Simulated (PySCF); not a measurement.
A structure optimised at B3LYP-D3(BJ)/def2-SVP, used in a PySCF frequency run:

```xyz
7

Be     0.0000     0.0000     1.3770
F      0.0000     0.0000     2.7631
O      0.0000     0.0000    -0.0299
Si     0.0000     0.0000    -1.6831
H      1.2140    -0.7009    -2.1909
H      0.0000     1.4018    -2.1909
H     -1.2140    -0.7009    -2.1909
```

Q: Write its SMILES, formula and point group.

A: [F][Be][O][SiH3], BeFH₃OSi, C3v

Q: What are its rotational constants (standard atomic weights)?

A: 85.052, 1.9610, 1.9610 GHz
